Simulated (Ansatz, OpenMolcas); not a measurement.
## BCl3 (boron trichloride): the vertical ionisation energy, rung by rung

BCl3 has 4 atoms, charge 0, and is taken as a singlet. SMILES: `ClB(Cl)Cl`. The shape is that of a PBE0-D4/def2-TZVP optimisation.

```xyz
4

Cl   -0.2579    0.5164    1.6383
B     0.0000    0.0000    0.0000
Cl    0.9420   -1.4231   -0.3240
Cl   -0.6841    0.9066   -1.3143
```

Quantity: the vertical ionisation energy (to the doublet cation), in eV. The values are calculated.

| level | kind | program | value (eV) | CPU time (all runs) |
| --- | --- | --- | --- | --- |
| HF/6-311+G** | Hartree–Fock | Ansatz | 11.38 | 31 s |
| SVWN5/6-311+G** | LDA | Ansatz | 11.02 | 14 s |
| M06-2X/6-311+G** | hybrid meta-GGA | OpenMolcas | 11.80 | 81 s |
| PBE0/6-311+G** | global hybrid | Ansatz | 11.39 | 30 s |
| r2SCAN0/6-311+G** | hybrid meta-GGA | Ansatz | 11.55 | 62 s |
| wB97M-V/6-311+G** | range-separated hybrid | Ansatz | 11.74 | 4.5 min |
| RPA@PBE/6-311+G** | RPA | Ansatz | 10.73 | 49 s |
| RPA@PBE0/6-311+G** | RPA | Ansatz | 11.03 | 49 s |

The values span 10.73 to 11.80 eV. CPU times are rough (shared hosts, several kinds of processor): they show what a rung costs within a factor of a few.
